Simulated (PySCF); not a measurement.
Point groups of optimised structures. Level of theory: PBE0/pcSseg-1 in PySCF (dipole) on a GFN2-xTB geometry, gas phase. The symmetry is that of the one conformer found, every atom within 0.08 Å of its image; none is proved a minimum here.

What symmetry has `[CH3:1][O:2][C:3](=[O:4])[c:5]1[s:6][c:7]([CH3:8])[p:9][c:10]1[CH3:11]` with C1–O2–C3–O4 0°, O2–C3–C5–S6 0°, H–C1–O2–C3 -60° (nearest H), H–C8–C7–S6 -60° (nearest H), H–C11–C10–P9 0° (nearest H)?

Cs; asymmetric top; symmetry number 1; 2 operations, which sort the 20 atoms into 17 sets; dipole 2.21 D, in the ab plane, which is the mirror; A, B, C = 1465, 621.2, 439.7 MHz; heavy atoms equivalent by symmetry: none.

Point group, rotor type and polarity of `[CH3:1][C:2](=[O:3])[P:4]1[CH2:5][CH2:6][O:7][CH2:8][CH2:9]1` with C1–C2–P4–C5 60°, C2–P4–C5–C6 58°, P4–C5–C6–O7 60°, C5–C6–O7–C8 -70°, C6–O7–C8–C9 68°?

C1; asymmetric top; symmetry number 1; this conformer is chiral (no improper operation); dipole 2.22 D; A, B, C = 2015, 1187, 1072 MHz.

What symmetry has cyanic acid (`N#CO`)?

Cs; near-prolate asymmetric top; symmetry number 1; 2 operations, which sort the 4 atoms into 4 sets; dipole 4.10 D, in the ab plane, which is the mirror; A, B, C = 709707, 10916, 10750 MHz.
